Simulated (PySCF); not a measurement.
Si(H)(NHSiH3)(Cl)2 (Cl2H5NSi2), SMILES [SiH3]N[SiH](Cl)Cl. Atoms are numbered in the order given.

```xyz
10

Si     0.5963     0.1308     0.6566
Cl     1.2778    -0.9716    -0.9635
Cl     0.8498     2.1504     0.2302
N     -1.0573    -0.3118     0.8562
Si    -2.1195    -1.1115    -0.3143
H      1.4289    -0.1538     1.8612
H     -1.5194     0.0303     1.7052
H     -3.4979    -1.0369     0.2802
H     -1.7456    -2.5517    -0.5191
H     -2.1091    -0.4161    -1.6458
```
Charge 0, spin multiplicity 1.

The structure is a stationary point at PBE-D3(BJ)/def2-SVP. One conformer was computed; it need not be the lowest.

Calculation: SMD-PBE0/def2-SVP (PySCF).

Solvation free energies are E(SMD) − E(gas) at the gas-phase geometry, for 1 M in both phases. In vacuum the dipole moment is 2.20 D.

```tsv
solvent	ΔG(solv) (kcal/mol)	its non-electrostatic (CDS) part	dipole (D)
water	___	___	___
n-hexane	-3.1	-1.9	2.43
methanol	-4.8	-1.4	2.90
```

Question: What belongs in the gaps? (Estimate from the structure and the level; the computed values follow.)

Answer: 
- water, ΔG(solv) (kcal/mol): 0.0
- water, its non-electrostatic (CDS) part: 3.5
- water, dipole (D): 2.93
